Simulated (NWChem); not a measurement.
System: WNH$_{2}$SOF; SMILES [NH2][W](=[O])([F])=[S]

Input file for NWChem:

```
start job
memory heap 200 mb stack 900 mb global 1100 mb
geometry units angstroms noautoz
  W      0.007194    -0.156527    -0.002913
  O     -0.142496    -0.724845     1.588288
  S     -0.044413     1.981183    -0.030161
  F      1.589171    -0.785988    -0.775525
  N     -1.545860    -0.782683    -0.944294
  H     -2.104778    -1.568719    -0.618895
  H     -2.014893    -0.283602    -1.696501
end
basis spherical
  * library def2-svp
end
ecp
  W library def2-ecp
end
dft
  xc slater vwn_5
  iterations 150
  vectors input atomic output neutral.movecs
end
task dft energy
charge 1
dft
  odft
  mult 2
  vectors input atomic output cation.movecs
end
task dft energy
```

Excerpt of the output:

```
             Northwest Computational Chemistry Package (NWChem) 7.3.0
             --------------------------------------------------------

 C1  symmetry detected

                             Geometry "geometry" -> ""
                             -------------------------

 Output coordinates in angstroms (scale by  1.889725989 to convert to a.u.)

  No.       Tag          Charge          X              Y              Z
 ---- ---------------- ---------- -------------- -------------- --------------
    1 W                   74.0000     0.01219848    -0.15582310     0.03680830
    2 O                    8.0000    -0.28043103    -0.66083254     1.62949361
    3 S                   16.0000     0.09537641     1.97904195    -0.05615655
    4 F                    9.0000     1.60095393    -0.90433443    -0.60458750
    5 N                    7.0000    -1.50905556    -0.71879923    -0.99231282
    6 H                    1.0000    -2.13654096    -1.45865513    -0.68408928
    7 H                    1.0000    -1.89391695    -0.21784215    -1.78969158

 Effective nuclear repulsion energy (a.u.)     952.3048251511

                                 NWChem DFT Module
                                 -----------------

 Summary of "ao basis" -> "ao basis" (spherical)
 ------------------------------------------------------------------------------
       Tag                 Description            Shells   Functions and Types
 ---------------- ------------------------------  ------  ---------------------
 W                          def2-svp                12       32   6s3p2d1f
 O                          def2-svp                 6       14   3s2p1d
 S                          def2-svp                 8       18   4s3p1d
 F                          def2-svp                 6       14   3s2p1d
 N                          def2-svp                 6       14   3s2p1d
 H                          def2-svp                 3        5   2s1p

            General Information
            -------------------
          SCF calculation type: DFT
          Wavefunction type:  closed shell.
          No. of atoms     :     7
          No. of electrons :    56
           Alpha electrons :    28
            Beta electrons :    28
          Charge           :     0
          Spin multiplicity:     1
          Use of symmetry is: off; symmetry adaption is: off
          Maximum number of iterations: 150
          AO basis - number of functions:   102
                     number of shells:    44
          Convergence on energy requested:  1.00D-06
          Convergence on density requested:  1.00D-05
          Convergence on gradient requested:  5.00D-04

              XC Information
              --------------
                        Slater Exchange Functional  1.000 local
                      VWN V Correlation Functional  1.000 local

             Grid Information
             ----------------
          Grid used for XC integration:  medium
          Radial quadrature: Mura-Knowles
          Angular quadrature: Lebedev.
          Tag              B.-S. Rad. Rad. Pts. Rad. Cut. Ang. Pts.
          ---              ---------- --------- --------- ---------
          W                   1.35      123           9.0       590
          O                   0.60       49          10.0       434
          S                   1.00       88          11.0       590
          F                   0.50       49          10.0       434
          N                   0.65       49           9.0       434
          H                   0.35       45          11.0       434
          Grid pruning is: on
          Number of quadrature shells:   448
          Spatial weights used:  Erf1

      Superposition of Atomic Density Guess
      -------------------------------------

 Sum of atomic energies:        -699.75033978

      Non-variational initial energy
      ------------------------------

 Total energy =    -693.293715
 1-e energy   =   -1520.045260
 2-e energy   =     554.444952
 HOMO         =      -0.338489
 LUMO         =      -0.012675

   convergence    iter        energy       DeltaE   RMS-Dens  Diis-err
 ---------------- ----- ----------------- --------- --------- ---------
 d= 0,ls=0.0,diis     1   -692.6121244865 -9.65D+02  6.43D-02  4.35D+00
 d= 0,ls=0.0,diis     2   -682.8708994155  9.74D+00  5.65D-02  6.20D+01
 d= 0,ls=0.0,diis     3   -692.5099623647 -9.64D+00  1.55D-02  6.39D+00
 d= 0,ls=0.0,diis     4   -693.0942686923 -5.84D-01  6.34D-03  5.27D-01
 d= 0,ls=0.0,diis     5   -693.0902236217  4.05D-03  5.54D-03  3.93D-01
 d= 0,ls=0.0,diis     6   -693.1406274952 -5.04D-02  1.80D-03  3.29D-02
  Resetting Diis
 d= 0,ls=0.0,diis     7   -693.1435550680 -2.93D-03  7.69D-04  1.55D-02
 d= 0,ls=0.0,diis     8   -693.1453402855 -1.79D-03  6.27D-04  5.66D-04
 d= 0,ls=0.0,diis     9   -693.1446632202  6.77D-04  5.29D-04  6.13D-03
 d= 0,ls=0.0,diis    10   -693.1453793504 -7.16D-04  1.21D-04  2.31D-04
 d= 0,ls=0.0,diis    11   -693.1454071612 -2.78D-05  3.13D-05  2.33D-05
 d= 0,ls=0.0,diis    12   -693.1454097841 -2.62D-06  8.86D-06  1.37D-06
 d= 0,ls=0.0,diis    13   -693.1454098701 -8.61D-08  4.29D-06  4.59D-07

         Total DFT energy =     -693.145409870130
      One electron energy =    -1523.388839262293
           Coulomb energy =      614.752262248221
    Exchange-Corr. energy =      -56.815425773419
 Nuclear repulsion energy =      272.306592917361

 Numeric. integr. density =       56.000004762486

                       DFT Final Molecular Orbital Analysis
                       ------------------------------------

 Vector   26  Occ=2.000000D+00  E=-2.878953D-01
              MO Center= -3.9D-01,  6.7D-01, -1.4D-01, r^2= 4.1D+00
   Bfn.  Coefficient  Atom+Function         Bfn.  Coefficient  Atom+Function
  ----- ------------  ---------------      ----- ------------  ---------------
    58      0.369728  3 S  py                55      0.273030  3 S  py
    37     -0.215652  2 O  py                84      0.190659  5 N  pz
    83      0.182220  5 N  py                 3      0.171419  1 W  s
    82     -0.170378  5 N  px                 8      0.168519  1 W  py
    57      0.164314  3 S  px                52      0.159386  3 S  py

 Vector   27  Occ=2.000000D+00  E=-2.609854D-01
              MO Center= -1.1D-01,  9.8D-01, -1.5D-01, r^2= 3.5D+00
   Bfn.  Coefficient  Atom+Function         Bfn.  Coefficient  Atom+Function
  ----- ------------  ---------------      ----- ------------  ---------------
    57      0.450960  3 S  px                54      0.350258  3 S  px
    16      0.257203  1 W  d -2              51      0.200279  3 S  px
    82      0.179217  5 N  px                85     -0.175497  5 N  px
    83     -0.155647  5 N  py                36      0.134819  2 O  px
    81     -0.130322  5 N  s                 86      0.107110  5 N  py

 Vector   28  Occ=2.000000D+00  E=-2.419597D-01
              MO Center=  6.2D-03,  1.3D+00,  1.9D-01, r^2= 2.9D+00
   Bfn.  Coefficient  Atom+Function         Bfn.  Coefficient  Atom+Function
  ----- ------------  ---------------      ----- ------------  ---------------
    59      0.512588  3 S  pz                56      0.387858  3 S  pz
    53      0.221594  3 S  pz                38     -0.210663  2 O  pz
    37     -0.191600  2 O  py                41     -0.162494  2 O  pz
    40     -0.137717  2 O  py                17      0.125534  1 W  d -1
    58      0.125847  3 S  py                 9     -0.118871  1 W  pz

 Vector   29  Occ=0.000000D+00  E=-1.188986D-01
              MO Center= -9.5D-02,  3.0D-01,  7.4D-02, r^2= 3.0D+00
   Bfn.  Coefficient  Atom+Function         Bfn.  Coefficient  Atom+Function
  ----- ------------  ---------------      ----- ------------  ---------------
    16      0.678818  1 W  d -2              57     -0.393527  3 S  px
    19      0.322058  1 W  d  1              36      0.252286  2 O  px
    54     -0.228079  3 S  px                39      0.214657  2 O  px
    99      0.185281  7 H  s                 94     -0.177241  6 H  s
    21      0.156661  1 W  d -2              17      0.154573  1 W  d -1

 Vector   30  Occ=0.000000D+00  E=-1.038883D-01
              MO Center= -8.6D-02, -5.2D-02, -9.9D-02, r^2= 2.7D+00
   Bfn.  Coefficient  Atom+Function         Bfn.  Coefficient  Atom+Function
  ----- ------------  ---------------      ----- ------------  ---------------
    17      0.594888  1 W  d -1              20     -0.462082  1 W  d  2
    18      0.312765  1 W  d  0              59     -0.258507  3 S  pz
    86      0.178613  5 N  py                37     -0.174446  2 O  py
    58      0.173851  3 S  py                83     -0.174297  5 N  py
    87      0.171937  5 N  pz                84     -0.166216  5 N  pz

 Vector   31  Occ=0.000000D+00  E=-6.064845D-02
              MO Center= -7.6D-02, -3.1D-03,  4.6D-03, r^2= 3.6D+00
   Bfn.  Coefficient  Atom+Function         Bfn.  Coefficient  Atom+Function
  ----- ------------  ---------------      ----- ------------  ---------------
    81      0.519279  5 N  s                 20     -0.452838  1 W  d  2
    58      0.435646  3 S  py                18     -0.429768  1 W  d  0
    50     -0.329024  3 S  s                  6     -0.323304  1 W  s
    37      0.264692  2 O  py                17     -0.258794  1 W  d -1
    25     -0.254741  1 W  d  2              40      0.233696  2 O  py

     Multipole analysis of the density
     ---------------------------------

     L   x y z        total         alpha         beta         nuclear
     -   - - -        -----         -----         ----         -------
     0   0 0 0      0.000000    -28.000000    -28.000000     56.000000

     1   1 0 0     -1.108606      0.137250      0.137250     -1.383107
     1   0 1 0     -0.656111     -9.161944     -9.161944     17.667777
     1   0 0 1     -1.010868      1.581294      1.581294     -4.173456

[...]
```

Level: LDA (Slater exchange, VWN5)/def2-SVP with def2 effective core potentials on W, vertical spin-unrestricted ions. The geometry was optimised at PBE0/def2-SVP. No frequency run checked for a minimum. def2 effective core potentials on W; no spin-orbit coupling.
